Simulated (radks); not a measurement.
Br16+, configuration [Ar] 3d1. Calculated with a radial shooting solver on a logarithmic mesh with Libxc functionals: scalar-relativistic Kohn-Sham, PBE, spin-unpolarised, spherical densities, point nucleus.

Unscreened Slater integrals over Kohn-Sham orbitals (hartree). Empty in this configuration: 4s.

| integral | value |
|---|---|
| F0(3d,3d) | 2.0011 |
| F2(3d,3d) | 1.0171 |
| F4(3d,3d) | 0.65376 |
| F0(3d,3p) | 1.8954 |
| F2(3d,3p) | 0.92394 |
| G1(3d,3p) | 1.0391 |
| G3(3d,3p) | 0.67848 |
| F0(3d,3s) | 1.8812 |
| G2(3d,3s) | 0.79085 |
| F0(3d,2p) | 2.5803 |
| F2(3d,2p) | 0.69937 |
| G1(3d,2p) | 0.61274 |
| G3(3d,2p) | 0.35149 |
| F0(3d,4s) | 1.1104 |
| G2(3d,4s) | 0.10711 |
| F0(3p,3p) | 1.8327 |
| F2(3p,3p) | 0.92791 |
| F0(3p,3s) | 1.8187 |
| G1(3p,3s) | 1.1964 |
| F0(3p,2p) | 2.4434 |
| F2(3p,2p) | 0.57318 |
| G0(3p,2p) | 0.22762 |
| G2(3p,2p) | 0.24568 |
| F0(3p,4s) | 1.0954 |
| G1(3p,4s) | 0.11043 |
| F0(3s,3s) | 1.8085 |
| F0(3s,2p) | 2.3802 |
| G1(3s,2p) | 0.22721 |
| F0(3s,4s) | 1.0924 |
| G0(3s,4s) | 0.082977 |
| F0(2p,2p) | 5.5425 |
| F2(2p,2p) | 2.6255 |
| F0(2p,4s) | 1.2475 |
| G1(2p,4s) | 0.061361 |
| F0(4s,4s) | 0.88696 |

Derived for the open shells (J is the average intra-shell exchange parameter used in DFT+U). 3d: Racah B = F2/49 - 5 F4/441 = 0.01334 hartree, C = 35 F4/441 = 0.05189 hartree, C/B = 3.89, F4/F2 = 0.643, J = (F2 + F4)/14 = 0.1193 hartree.
